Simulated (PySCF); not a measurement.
# NMR problem set

- J couplings at B3LYP/pcJ-1 (spin–dipole term left out of most H,H and C,H couplings)
- shieldings: GIAO PBE0/pcSseg-1
- geometry: GFN2-xTB
- run in PySCF 2.14.0 with density-fitted response routines
- in vacuum, single conformer, non-relativistic, averaged over atoms made equivalent by symmetry, fast rotation or ring inversion

δ = σ(ref) − σ, references computed at the same level: ¹H (31.72 ppm) and ¹³C (186.93 ppm) vs TMS. Multiplet labels drop J under 1 Hz and among equivalent protons, and merge close values. Unscaled 3J(H,H) run several per cent high. Splittings of carbon signals by F and P are missing where no couplings were computed. Where no couplings were computed, multiplicities follow the n + 1 count of equivalent neighbours, and m marks all less simple cases (inequivalent or close neighbours, rings, F or P nearby). One-bond C–F couplings are unscaled and too large by tens of Hz. Shifts are as computed. Against solution values, carbons near 30 ppm lie about +3 ppm off and those near 130 ppm about +5 ppm. Of 1309 compounds with measured shifts, 239 miss one by over three times the rms of a fit or turn the order of signals round; such compounds aren't used in these exercises.

(1) C₅H₆F₄. ¹H NMR (600 MHz, computed): δ 5.43 (m, 1H), 2.72 (m, 2H), 2.07 (m, 3H). ¹³C{¹H} NMR (computed): δ 172.9 (C), 134.8 (C), 103.1 (CH), 36.9 (CH2), 16.1 (CH3). Identify the compound.

(2) C₅H₅F. ¹H NMR (600 MHz, computed): δ 6.88 (ddt, J = 90.0, 5.8, 2.0 Hz, 1H), 5.08 (dtd, J = 32.5, 8.4, 5.8 Hz, 1H), 3.24 (m, 2H), 1.39 (t, J = 3.9 Hz, 1H). ¹³C{¹H} NMR (computed): δ 158.5 (CH, d, J = 328.4 Hz), 114.7 (CH, d, J = 3.2 Hz), 86.3 (C), 74.9 (CH), 16.1 (CH2, d, J = 8.9 Hz). What is it?

## Answers

(1) `C(/C)(F)=C/CC(F)(F)F`. The formula gives 1 degree of unsaturation (no ring in the answer). 5 carbon signals for 5 carbons: no two carbons are equivalent. Carbon types of the structure: 2 × C, 1 × CH, 1 × CH2, 1 × CH3, which accounts for all hydrogens. δC 172.9: fully substituted alkene carbon. δC 134.8: CF3 carbon; 3 electronegative neighbours deshield it. δC 103.1: alkene CH; as expected for a trigonal carbon in a double bond. δH 2.72: hydrogen on an allylic sp3 CH2; allylic position.

This is the structure that produced the data.

(2) SMILES F/C=C\CC#C. The formula gives 3 degrees of unsaturation (no ring in the answer). 5 carbon signals for 5 carbons: no two carbons are equivalent. Carbon types of the structure: 1 × C, 3 × CH, 1 × CH2, which accounts for all hydrogens. δC 158.5, 114.7: alkene CH; an sp2 carbon of a C=C bond. δC 86.3: alkyne carbon; the triple bond shields along its axis, which puts it between sp3 and sp2 carbons. δC 74.9: terminal alkyne carbon; sp carbons lie upfield of alkene carbons because the cylindrical π system leaves one tensor component strongly shielded. δH 1.39: hydrogen on a terminal alkyne carbon; it lies on the axis of the triple bond, in its shielding cone. The protons at 5.08 and 6.88 share a coupling of 5.8 Hz (vicinal, cis across C=C).

The shifts were computed for this structure.
